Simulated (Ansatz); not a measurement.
The cluster Mg₂Se₂, 4 atoms. Hardware: 4 threads of Arm Neoverse V2 on a shared host.

Correlated methods freeze 20 core orbitals; core or outer-core shells of Mg, Se are correlated, in sets that lack core-valence functions.

How many basis functions does each of these Ansatz runs have, and roughly what does it cost? r2SCAN-D4/def2-TZVPD, charge -1 doublet at the geometry of the charge 0 singlet, energy, from earlier orbitals; r2SCAN-D4/def2-TZVPD, charge 0 singlet, energy, from earlier orbitals; revPBE-D4/def2-TZVP, charge 0 singlet, energy, from earlier orbitals; revPBE-D4/def2-TZVP, charge 0 quintet, energy, from earlier orbitals; BLYP-D4/def2-TZVP, charge 0 quintet, energy, from earlier orbitals; r2SCAN-D4/def2-SVP, charge 0 quintet, relaxation, 7 steps; PBE-D4/def2-TZVP, charge 0 unrestricted singlet, energy, from earlier orbitals; PBE0-D4/def2-SVP, charge 0 triplet, energy with a search over starts; PBE0-D4/def2-TZVP, charge 0 quintet, energy, from earlier orbitals; PBE0-D4/def2-TZVP, charge 0 singlet, energy, from earlier orbitals; BLYP-D4/def2-TZVP, charge 0 triplet, energy, from earlier orbitals; RPA@PBE/def2-TZVP, charge 0 triplet, energy, from earlier orbitals.

Other jobs shared the machine, so times can vary by a factor of up to 3. A dash marks memory too small to be measured apart from the calling script's.

```csv
run,functions,fitting or Cholesky vectors,wall time,peak host memory (GiB)
"revPBE-D4/def2-TZVP, charge 0 singlet, energy, from earlier orbitals",160,1350,1.7 s,–
"PBE0-D4/def2-TZVP, charge 0 singlet, energy, from earlier orbitals",160,1400,2.7 s,–
"PBE-D4/def2-TZVP, charge 0 unrestricted singlet, energy, from earlier orbitals",160,1350,3.1 s,–
"BLYP-D4/def2-TZVP, charge 0 triplet, energy, from earlier orbitals",160,1350,3.4 s,–
"r2SCAN-D4/def2-TZVPD, charge 0 singlet, energy, from earlier orbitals",184,1462,5.5 s,–
"RPA@PBE/def2-TZVP, charge 0 triplet, energy, from earlier orbitals",160,1208,5.5 s,–
"PBE0-D4/def2-SVP, charge 0 triplet, energy with a search over starts",100,902,5.5 s,–
"PBE0-D4/def2-TZVP, charge 0 quintet, energy, from earlier orbitals",160,1204,7.5 s,0.63
"r2SCAN-D4/def2-TZVPD, charge -1 doublet at the geometry of the charge 0 singlet, energy, from earlier orbitals",184,1462,11 s,–
"revPBE-D4/def2-TZVP, charge 0 quintet, energy, from earlier orbitals",160,1350,12 s,–
"BLYP-D4/def2-TZVP, charge 0 quintet, energy, from earlier orbitals",160,1350,13 s,–
"r2SCAN-D4/def2-SVP, charge 0 quintet, relaxation, 7 steps",100,1050,2.1 min,–
```
